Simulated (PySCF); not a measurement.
Cl₃Tl, SMILES [Cl][Tl]([Cl])[Cl].

Coordinates come from a B3LYP-D3(BJ)/def2-SVP optimisation. The def2 effective core potentials stand for the cores of Tl; spin–orbit coupling is left out.

Computed with HF/def2-TZVPD run with PySCF.

Symmetry labels are those of the subgroup C2v that the program uses (full group D3h).

Computed valence orbital energies around the gap with their symmetry:
```json
[
 {"orbital": "HOMO−7", "symmetry": "A1", "energy (eV)": "-13.71"},
 {"orbital": "HOMO−6", "symmetry": "B1", "energy (eV)": "-13.71"},
 {"orbital": "HOMO−5", "symmetry": "B2", "energy (eV)": "-13.32"},
 {"orbital": "HOMO−4", "symmetry": "A2", "energy (eV)": "-12.88"},
 {"orbital": "HOMO−3", "symmetry": "B2", "energy (eV)": "-12.88"},
 {"orbital": "HOMO−2", "symmetry": "B1", "energy (eV)": "-12.87"},
 {"orbital": "HOMO−1", "symmetry": "A1", "energy (eV)": "-12.52"},
 {"orbital": "HOMO", "symmetry": "B1", "energy (eV)": "-12.52"},
 {"orbital": "LUMO", "symmetry": "A1", "energy (eV)": "-1.06"},
 {"orbital": "LUMO+1", "symmetry": "B2", "energy (eV)": "0.52"},
 {"orbital": "LUMO+2", "symmetry": "A1", "energy (eV)": "1.22"},
 {"orbital": "LUMO+3", "symmetry": "A1", "energy (eV)": "1.67"}
]
```
